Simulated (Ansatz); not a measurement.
Total energies of GaCl2(NH2) (GaNCl2H2) from Ansatz at PBE0-D4/def2-TZVP, gas phase (1 Eh = 27.2114 eV = 2625.5 kJ/mol). The reference geometry is relaxed at PBE0-D4/def2-SVP.

Cartesian coordinates in Å:
```
Ga -0.6349 -0.0502 -0.3313
Cl -2.0218 1.5694 -0.2673
Cl -1.1649 -1.8217 -1.3953
N 0.9431 0.0721 0.4999
H 1.6361 -0.6648 0.4879
H 1.2424 0.8952 1.0060
```

```
                 state                     geometry  energy (Eh)
      charge 0 singlet                    reference  -2900.78781
      charge 1 doublet                    reference  -2900.41172
      charge 1 doublet  relaxed at PBE0-D4/def2-SVP  -2900.43066
free Ga atom (doublet)                            –  -1924.55212
free Cl atom (doublet)                            –   -459.99739
 free N atom (quartet)                            –    -54.54382
 free H atom (doublet)                            –     -0.50104
```

(1) Work out the vertical ionisation energy to the doublet.

(2) How much does the charge 1 doublet relax, and what is the adiabatic ionisation energy?

(3) What is the binding energy per atom against free atoms?

(1) E(charge 1 doublet) − E(charge 0 singlet) = -2900.41172 − (-2900.78781) = 0.37609 Eh = 10.23 eV. For comparison, −ε of the highest occupied level is 8.07 eV at this level, 2.16 eV less.

(2) Relaxation: -2900.41172 − (-2900.43066) = 0.01894 Eh = 0.52 eV. Adiabatic ionisation energy: 0.35715 Eh = 9.72 eV, without zero-point energy. 

(3) Atoms: 1 × (-1924.55212) + 2 × (-459.99739) + 1 × (-54.54382) + 2 × (-0.50104) = -2900.09280 Eh. Binding: -2900.09280 − (-2900.78781) = 0.69501 Eh = 18.91 eV, or 3.15 eV for each of 6 atoms (no zero-point energy, no counterpoise term).
